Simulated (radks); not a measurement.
Neutral neodymium inside a hard spherical wall (all orbitals vanish at R), configuration held at [Xe] 4f4 6s2 and not refilled when levels cross. Method: scalar-relativistic Kohn-Sham, LDA (Slater exchange, Perdew-Wang correlation), spin-polarised, spherical densities, finite nucleus; open shells are filled with parallel spins first (spin-orbit coupling, left out, can overturn this in heavy ions); Fermi nuclear charge, rms radius 4.9123 fm; computed with a radial shooting solver on a logarithmic mesh with Libxc functionals. Eigenvalues in eV for spin up, with the zero of energy where the potential of the charges vanishes at infinity; a dash marks a level that is unbound or too diffuse for the functional's potential to be trusted. A positive occupied level is held by the wall or, in an anion where self-interaction has pushed it up, behind a barrier. The pressure on the wall is -dE/dV.

R (bohr)  E (hartree)  kinetic (hartree)    e(5s)    e(5p)   e(6s)   e(4f)  e(5d, empty)  e(6p, empty)  pressure (GPa)
free       -9616.6640          10231.514  -41.186  -22.647  -3.706  -2.705        -2.227        -1.309               0
20         -9616.6640          10231.514  -41.186  -22.647  -3.706  -2.705        -2.227        -1.308        < 0.0001
15         -9616.6640          10231.514  -41.182  -22.643  -3.703  -2.702        -2.224        -1.293        0.000296
12         -9616.6634          10231.520  -41.139  -22.601  -3.669  -2.659        -2.186        -1.196         0.00869
8          -9616.6409          10231.660  -40.381  -21.859  -2.955  -1.907        -1.502         0.133           0.761
7          -9616.6072          10231.823  -39.730  -21.230  -2.171  -1.254        -0.876         1.422            2.45
6          -9616.5225          10232.178  -38.638  -20.188  -0.509  -0.132         0.270         4.002            8.54
4          -9615.5472          10235.911  -32.642  -14.457  14.001   6.626         7.957        23.846             198
3.5        -9614.5429          10239.693  -28.575  -10.294  26.413  11.543        13.843        39.277             552
1.5        -9532.2076          10486.019   156.20   200.53  560.20  149.36        268.86        607.16          232000
